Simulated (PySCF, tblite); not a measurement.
`CC(=O)C1=C([SiH3])C=CP=C1`. The geometry is computed with GFN2-xTB (gas phase).

```
atom  x, y, z in Å
C1     2.6881   -0.6193    0.6028
C2     1.2430   -0.8405    0.2500
O3     0.8116   -1.9720    0.1048
C4     0.3441    0.3117    0.0827
C5     0.8057    1.6146    0.2336
P6    -0.1482    3.0480    0.0777
C7    -1.6861    2.3287   -0.2940
C8    -1.9296    0.9783   -0.4060
C9    -0.9795   -0.0206   -0.2311
Si10  -1.4686   -1.8454   -0.4110
H11    2.7685   -0.0672    1.5371
H12    3.1827   -0.0488   -0.1813
H13    3.1814   -1.5822    0.7108
H14    1.8493    1.7750    0.4717
H15   -2.5106    3.0148   -0.4488
H16   -2.9379    0.6644   -0.6449
H17   -2.9130   -1.7285   -0.7344
H18   -0.8756   -2.4563   -1.5967
H19   -1.4349   -2.5454    0.8694
```

(1) What is the longest distance between nuclei?

(2) How far apart are these pairs, which share no bond: C1···H18, O3···H11, C5···H11, H15···H19?

(3) What is the repulsion energy of the bare nuclei, Σ ZA·ZB/RAB?

(4) What are the angles H11–C1–H13, C4–C5–H14, P6–C7–C8, C7–C8–H16, C8–C9–Si10?

(5) Give the dihedral angles C8–C9–Si10–H17, C5–C4–C9–Si10, C9–C4–C5–H14, C4–C9–Si10–H19, C2–C4–C9–Si10.

(6) Write the matrix of distances between heavy atoms (Å, lower triangle).

Answers

(1) H13···H15, 7.41 Å; the next longest distance is 6.66 Å.

(2) C1···H18 4.573 Å (5 bonds apart); O3···H11 3.084 Å (3 bonds apart); C5···H11 2.895 Å (4 bonds apart); H15···H19 5.815 Å (5 bonds apart).

(3) 660.74 Eh over 171 pairs, with full nuclear charges and distances in bohr; the largest single term is 27.55 Eh (C5 with P6).

(4) From the scalar product of the two bond vectors; for H11–C1–H13 it is -0.3911 Å² over 1.0882 × 1.0873 Å², cos θ = -0.3305. H11–C1–H13 109.3°; C4–C5–H14 118.9°; P6–C7–C8 125.4°; C7–C8–H16 117.8°; C8–C9–Si10 120.2°.

(5) C8–C9–Si10–H17 0° (synperiplanar); C5–C4–C9–Si10 180° (antiperiplanar); C9–C4–C5–H14 180° (antiperiplanar); C4–C9–Si10–H19 69° (synclinal); C2–C4–C9–Si10 0° (synperiplanar). Dihedral signs follow IUPAC: positive where, seen along the central bond, the front bond turns clockwise onto the rear one.

(6) 
```
C1    0.000
C2    1.504  0.000
O3    2.366  1.220  0.000
C4    2.575  1.471  2.331  0.000
C5    2.944  2.494  3.589  1.390  0.000
P6    4.666  4.133  5.111  2.780  1.729  0.000
C7    5.351  4.350  4.989  2.887  2.645  1.738  0.000
C8    4.989  3.715  4.059  2.419  2.880  2.773  1.377  0.000
C9    3.809  2.417  2.670  1.400  2.465  3.194  2.454  1.390  0.000
Si10  4.451  2.966  2.341  2.861  4.190  5.092  4.181  2.861  1.898  0.000
```

Its GFN2-xTB frequencies are all real (lowest 62 cm⁻¹). The numbers are those of one conformer. 3 starts were optimised and ended at 0.00, 0.00 and 7.08 kcal/mol (GFN2-xTB); the lowest of these is shown.
